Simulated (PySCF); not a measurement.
## `C=C/C(C=O)=C(\C)F`, C₆H₇FO

Geometry:
| atom | x (Å) | y (Å) | z (Å) |
| --- | --- | --- | --- |
| C1 | -1.358 | -0.358 | 1.895 |
| C2 | -0.397 | -0.523 | 0.995 |
| C3 | -0.394 | 0.080 | -0.338 |
| C4 | -1.661 | 0.429 | -1.002 |
| O5 | -2.767 | 0.219 | -0.575 |
| C6 | 0.771 | 0.292 | -0.984 |
| C7 | 2.147 | 0.025 | -0.485 |
| F8 | 0.758 | 0.806 | -2.231 |
| H9 | -1.309 | -0.844 | 2.855 |
| H10 | -2.221 | 0.254 | 1.706 |
| H11 | 0.457 | -1.145 | 1.226 |
| H12 | -1.521 | 0.913 | -1.986 |
| H13 | 2.368 | -1.043 | -0.530 |
| H14 | 2.865 | 0.549 | -1.112 |
| H15 | 2.256 | 0.355 | 0.545 |

Method used: GIAO B3LYP/pcSseg-1 magnetisability, rotational g tensor and spin-rotation constants, non-relativistic, gas phase in PySCF 2.14.0. Geometry: GFN2-xTB.

Q: Give the nuclear spin-rotation constants along the inertial axes (H = +C I·J) beside the isotropic shieldings.

A: Rotational constants 3.0570, 1.6127, 1.0729 GHz. A star marks the isotopologue with that one atom substituted, in its own axes.
| atom | isotope | Caa (kHz) | Cbb (kHz) | Ccc (kHz) | mean (kHz) | σ (ppm) |
| --- | --- | --- | --- | --- | --- | --- |
| F8 | 19F | 5.221 | 2.346 | 0.519 | 2.695 | 259.1 |
| H9 | 1H | -0.196 | 0.089 | -0.119 | -0.075 | 26.0 |
| H10 | 1H | -0.119 | 0.002 | -0.073 | -0.063 | 25.3 |
| H11 | 1H | -0.192 | 0.038 | -0.087 | -0.080 | 25.9 |
| H12 | 1H | -0.031 | 0.085 | -0.083 | -0.010 | 21.3 |
| H13 | 1H | -0.321 | -0.143 | 0.005 | -0.153 | 29.2 |
| H14 | 1H | 0.056 | -0.171 | -0.116 | -0.077 | 29.7 |
| H15 | 1H | -0.291 | -0.045 | -0.072 | -0.136 | 29.4 |
| C1 | 13C* | 0.988 | 0.734 | 0.198 | 0.640 | 49.6 |
| C2 | 13C* | 0.915 | 0.756 | 0.208 | 0.626 | 51.2 |
| C3 | 13C* | 1.081 | 0.701 | 0.169 | 0.651 | 55.6 |
| C4 | 13C* | 1.376 | 0.878 | 0.251 | 0.835 | -8.4 |
| O5 | 17O* | -3.463 | -1.064 | -0.002 | -1.510 | -336.6 |
| C6 | 13C* | 1.171 | 0.893 | 0.299 | 0.788 | -5.7 |
| C7 | 13C* | 0.443 | 0.237 | 0.172 | 0.284 | 161.8 |

For the geometry as given, no vibrational averaging.

Q: How do the rotational constants and the g tensor change when H9, H10, H11, H12, H13, H14, H15 are replaced by deuterium?

A: Constants 2.6523, 1.4525, 0.9611 GHz; g -0.0471, -0.0239, -0.0068, against -0.0538, -0.0265, -0.0074 before.
